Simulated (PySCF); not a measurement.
# One molecule, several mistakes: BCH7NSi

All numbers below are calculated, not measured. The program is PySCF 2.14.0, an open-source quantum chemistry code, run on an isolated molecule that a program drew, which may never have been made. The molecule is BCH7NSi (charge 0, doublet), drawn as the SMILES string `B[SiH]NC`.

Each row is a Hartree-Fock (HF) and frozen-core CCSD(T) single point in the cc-pV(D+d)Z basis, meant for a local HF minimum. Run 1 is clean. Each other run has one planted mistake out of seven kinds, and not every kind appears here: one electron removed, one electron added, multiplicity raised by two, geometry at a saddle point, minimal basis STO-3G, one bond length entered in bohr, all coordinates scaled. The reference is restricted for singlets and unrestricted otherwise, and also for a bond in bohr. Adding or removing an electron swaps singlet and doublet. Electrons count all cores. HOMO and LUMO are orbital energies over both spins, the gradient is its largest component, and the lowest frequency (negative if imaginary) is given only where the gradient is small. Bond lengths are over the 10 bonds as drawn. T1 is the CCSD diagnostic: over 0.02 (restricted) or 0.045 (unrestricted) a single reference is doubtful.

Geometry of the clean run:
```xyz
11
BCH7NSi, angstrom
B    -1.2675    2.3602    0.8951
Si   -0.8570    0.4993    0.7731
N     0.5838   -0.2191    0.2530
C     1.7886    0.4504   -0.2041
H    -0.4787    3.2118    0.5902
H    -2.3615    2.6533    1.2941
H    -1.7728   -0.6035    1.1296
H     0.6474   -1.2185    0.2461
H     2.6455    0.2051    0.4281
H     1.6464    1.5296   -0.1697
H     2.0304    0.1770   -1.2341
```

```
run  electrons  basis functions  <S^2>  HOMO (eV)  LUMO (eV)  gradient (hartree/bohr)  lowest frequency (cm^-1)  mean bond (Å)  longest bond (Å)      T1  HF (hartree)  CCSD(T) (hartree)                          mistake
  1         39              100  0.759      -7.18       1.43                  2.4e-05                       109         1.3208             1.909  0.0159    -409.97824         -410.53934                         no fault
  2         39              100  0.760      -7.13       1.29                  4.2e-02                         -         1.3868             2.005  0.0187    -409.95519         -410.52688           all coordinates scaled
  3         40              100  0.000      -0.07       8.62                  5.3e-02                         -         1.3208             1.909  0.0133    -409.95192         -410.54982               one electron added
  4         39              100  1.468      -8.69       0.49                  2.9e-02                         -         1.4099             1.909  0.0631    -409.83957         -410.39515  one bond length entered in bohr
  5         39              100  3.794      -3.52      -1.32                  1.2e-01                         -         1.3208             1.909  0.0159    -409.76787         -410.29995       multiplicity raised by two
  6         39               31  0.754      -4.04       5.90                  3.4e-02                         -         1.3208             1.909  0.0227    -405.12880         -405.36175                                ?
```

**Which mistake was planted in run 6, and what did it cost?**

It has 31 basis functions where the clean run has 100, with the same electrons and geometry. So the mistake is: minimal basis STO-3G. Subtracting run 1 and multiplying by 627.51 kcal/mol a hartree, the energy moved by 3043.1 kcal/mol in HF and 3249.0 kcal/mol in CCSD(T).

Cautions from the logs. Run 4: T1 is over the limit, so its CCSD(T) energy is less reliable.
